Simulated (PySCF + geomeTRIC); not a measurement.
Computed with BP86-D3(BJ)/def2-SVP run with PySCF + geomeTRIC. fastk is a local helper that only speeds up exchange builds. No frequencies were computed at this level.

```python
import json, numpy as np
from pyscf import gto, dft
from fastk import lowrank_exchange
atoms = """
Zn    -0.000000     0.000001     0.000002
H     -1.337684    -0.653898     0.175644
H      1.337684     0.653899    -0.175641
"""
def scf(charge, spin, dm0=None):
    mol = gto.M(atom=atoms, basis='def2-svp', ecp={}, charge=charge, spin=spin, verbose=3, max_memory=3360)
    mf = dft.KS(mol, xc='bp86').density_fit(auxbasis="def2-universal-jkfit")
    mf.disp = 'd3bj'
    mf.grids.level = 3
    mf.conv_tol = 1e-8
    mf.max_cycle = 120
    mf.level_shift = 0.25
    mf.kernel(dm0)
    if not mf.converged:
        mf = mf.newton().run(mf.mo_coeff, mf.mo_occ).undo_soscf()
    return mf
mf = scf(0, 0)
from pyscf.geomopt.geometric_solver import kernel as optimize
path = []
done, mol = optimize(mf, maxsteps=120, assert_convergence=False, callback=lambda env: path.append((env["energy"], bool(env["g_scanner"].converged))))
res = dict(converged=bool(done and path[-1][1]), energy=path[-1][0], path=[e for e, c in path], xyz=mol.atom_coords(unit="Angstrom").tolist(), nao=mol.nao)
json.dump(res, open("result.json", "w"))
```

Output:

```
converged SCF energy = -1780.55343646588
Geometry optimization cycle 1
converged SCF energy = -1780.55343646509
cycle 1: E = -1780.55343647  dE = -1780.55  norm(grad) = 0.0187571
Geometry optimization cycle 2
converged SCF energy = -1780.55461155019
cycle 2: E = -1780.55461155  dE = -0.00117509  norm(grad) = 0.0028704
Geometry optimization cycle 3
converged SCF energy = -1780.55464314142
cycle 3: E = -1780.55464314  dE = -3.15912e-05  norm(grad) = 0.000286988
Geometry optimization cycle 4
converged SCF energy = -1780.55464347723
cycle 4: E = -1780.55464348  dE = -3.35815e-07  norm(grad) = 5.17884e-06
<class 'geometric.internal.Distance'> : 2
<class 'geometric.internal.LinearAngle'> : 2
<class 'geometric.internal.TranslationX'> : 1
<class 'geometric.internal.TranslationY'> : 1
<class 'geometric.internal.TranslationZ'> : 1
<class 'geometric.internal.RotationA'> : 1
<class 'geometric.internal.RotationB'> : 1
<class 'geometric.internal.RotationC'> : 1
Step    0 : Gradient = 1.083e-02/1.326e-02 (rms/max) Energy = -1780.5534364651
Step    1 : Displace = 3.392e-02/4.154e-02 (rms/max) Trust = 1.000e-01 (=) Grad = 1.657e-03/2.030e-03 (rms/max) E (change) = -1780.5546115502 (-1.175e-03) Quality = 1.129
Step    2 : Displace = 6.129e-03/7.506e-03 (rms/max) Trust = 1.414e-01 (+) Grad = 1.657e-04/2.029e-04 (rms/max) E (change) = -1780.5546431414 (-3.159e-05) Quality = 1.097
Step    3 : Displace = 6.809e-04/8.339e-04 (rms/max) Trust = 2.000e-01 (+) Grad = 2.990e-06/3.663e-06 (rms/max) E (change) = -1780.5546434772 (-3.358e-07) Quality = 1.050
Converged! =D
```

Cost: about 7 core-seconds (a rough figure).
